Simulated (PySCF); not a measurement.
# NMR problem set

Gas phase, fast rotation and ring inversion assumed for equivalent nuclei, non-relativistic, a single conformation. σ from GIAO-PBE0/pcSseg-1; geometry from GFN2-xTB; PySCF 2.14.

Chemical shifts δ = σref − σ; ¹H (σref 31.72) and ¹³C (σref 186.93) vs TMS, all at this level. Where no couplings were computed, multiplicities follow the n + 1 count of equivalent neighbours, and m marks all less simple cases (inequivalent or close neighbours, rings, F or P nearby). Shifts are as computed. Against solution values, carbons near 30 ppm lie about +3 ppm off and those near 130 ppm about +5 ppm. Of 1211 compounds with measured shifts, 218 miss one by over three times the rms of a fit or turn the order of signals round; such compounds aren't used in these exercises. OH and NH positions are gas-phase values without hydrogen bonding to other molecules.

Q: C8H13N. ¹H NMR (300 MHz, computed): δ 10.37 (br s, 1H), 8.17 (d, 1H), 2.21 (m, 1H), 2.13 (m, 1H), 1.56 (m, 1H), 1.43 (m, 1H), 1.26 (m, 1H), 1.23 (m, 1H), 1.13 (m, 1H), 1.11 (m, 1H), 0.85 (m, 1H), 0.67 (m, 1H), -0.17 (m, 1H). ¹³C{¹H} NMR (computed): δ 180.7, 50.1, 28.7, 27.3, 22.2, 14.6, 14.1, 13.3. What is it?

A: `C1[C@@H](/C=N\[H])[C@H]2[C@@H](CC1)C2`. The formula gives 3 degrees of unsaturation (2 rings in the answer). 8 carbon signals for 8 carbons: no two carbons are equivalent. Carbon types of the structure: 4 × CH, 4 × CH2, leaving 1 H on heteroatoms. δC 180.7: C=N carbon. δC 28.7, 27.3, 22.2: sp3 CH2 in a ring; aliphatic region, no heteroatom directly attached. δC 14.6, 14.1, 13.3: three-membered-ring carbon; carbons of three-membered rings are unusually shielded. δH 10.37: hydrogen on an imine nitrogen; exchangeable, gas-phase position.

The shifts were computed for this structure.

Q: C8H13N. ¹H NMR (300 MHz, computed): δ 3.96 (m, 1H), 2.99 (m, 2H), 2.69 (m, 2H), 2.42 (m, 2H), 2.25 (m, 2H), 1.93 (m, 1H), 1.88 (m, 2H), 1.85 (m, 1H). ¹³C{¹H} NMR (computed): δ 173.6 (C), 54.2 (CH), 39.6 (CH2), 35.1 (CH2), 31.8 (CH2), 15.4 (CH2), 13.1 (CH2). Give a structure.

A: `InChI=1S/C8H13N/c1-3-7(4-1)9-8-5-2-6-8/h7H,1-6H2`. Rings plus π bonds: 3 (2 rings in the answer). 7 carbon signals for 8 carbons: some carbons are equivalent by symmetry or fast rotation. Carbon types of the structure: 1 × C, 1 × CH, 6 × CH2, which accounts for all hydrogens. δC 173.6: C=N carbon. δC 54.2: sp3 CH bonded to N; pulled downfield by the heteroatom. δC 39.6, 35.1, 31.8, 15.4, 13.1: sp3 CH2 in a ring; a saturated carbon with 2 carbon neighbours and no heteroatom attached. δH 3.96: hydrogen on an sp3 CH bonded to N; its carbon carries N, an electronegative neighbour.

The data come from this structure; uniqueness wasn't tested.
